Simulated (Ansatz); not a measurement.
Gas-phase electronic energies from Ansatz, PBE0-D4/def2-TZVP geometries. CCSD(T)/CBS is the MP2 limit (def2-TZVPP, def2-QZVPP) plus CCSD(T) − MP2 in def2-TZVPP, frozen cores. This one scheme is used for every species. DFT in def2-TZVPP. B3LYP here is the variant with VWN-RPA as its local correlation; programs differ in this. One conformer a species, not always the lowest.

Reaction (cleavage of the B–B bond): `BBC` + `FCS` → `CBSCF` + BH₃

| level | ΔE (kcal/mol) |
| --- | --- |
| B3LYP-D4 | -23.3 |
| PBE | -21.3 |
| r2SCAN | -22.8 |
| HF/def2-QZVPP | -23.4 |

Question: What does CCSD(T)/CBS give? (Estimate.)

Answer: Ansatz gave: -24.8 kcal/mol. The listed levels differ from it by 1.5, 3.5, 2.0, 1.4 kcal/mol.

Largest T1 diagnostic among the species: 0.013.

In def2-TZVPP, CCSD(T) changes the Hartree–Fock value by −1.6 kcal/mol (the triples alone add −0.9 kcal/mol) and MP2 by −3.8 kcal/mol. The D4 term adds −1.3 kcal/mol with B3LYP and −0.7 kcal/mol with PBE0; it sums over pairs of atoms, weighted by their polarisabilities, and B3LYP, whose exchange is more repulsive, gets the larger term. From PBE to PBE0 (25 % exact exchange), in def2-TZVPP and without D4, ΔE moves by −0.9 kcal/mol.
